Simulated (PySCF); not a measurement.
F2Zn, SMILES [Zn-]([F])[F] (connectivity only; charge and spin as stated), charge -1, multiplicity 2.

The structure is a stationary point at B3LYP-D3(BJ)/def2-SVPD.

Computed with PBE/def2-TZVPD in PySCF.

The molecule is in vacuum. A positive occupied level means that this level leaves the electron formally unbound; only the finite basis holds it.

```yaml
total_energy: -1978.81838 hartree
point_group: C2v
"α spin, highest occupied and lowest empty level": 0.83 and 3.00 eV
"β spin, highest occupied and lowest empty level": -2.06 and 1.81 eV
dipole_moment_about_the_centre_of_nuclear_charge: 0.98 D
mean_static_polarisability: 72.8 bohr³ (10.79 Å³)
polarisability_principal_values: 71.8, 72.0, 74.6 bohr³
"⟨S²⟩": 0.752 (pure state 0.75)
```
